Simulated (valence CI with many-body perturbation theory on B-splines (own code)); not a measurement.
Which ion has this spectrum?

A relativistic CI+MBPT calculation for an atom or ion with 5 electrons gives these levels (cm⁻¹):

| J | Parity | E | g |
| --- | --- | --- | --- |
| 1/2 | odd | 0 | 0.66 |
| 3/2 | odd | 9700 | 1.33 |
| 1/2 | even | 177022 | 2.67 |
| 3/2 | even | 180507 | 1.73 |
| 5/2 | even | 185461 | 1.60 |
| 3/2 | even | 316916 | 0.80 |
| 5/2 | even | 317025 | 1.20 |
| 1/2 | even | 403587 | 1.93 |
| 1/2 | even | 427136 | 0.74 |
| 3/2 | even | 432382 | 1.33 |
| 3/2 | odd | 558881 | 2.00 |
| 3/2 | odd | 632085 | 0.80 |
| 5/2 | odd | 632284 | 1.20 |
| 1/2 | odd | 709897 | 0.66 |

The energies are calculated, with errors of perhaps 300 cm⁻¹, more in some levels.

**Question.** Which is it?
A. P10+
B. Si9+
C. Mg7+
D. Ar13+

**Answer.** A. P10+, ground level 2s²2p ²P°_1/2.
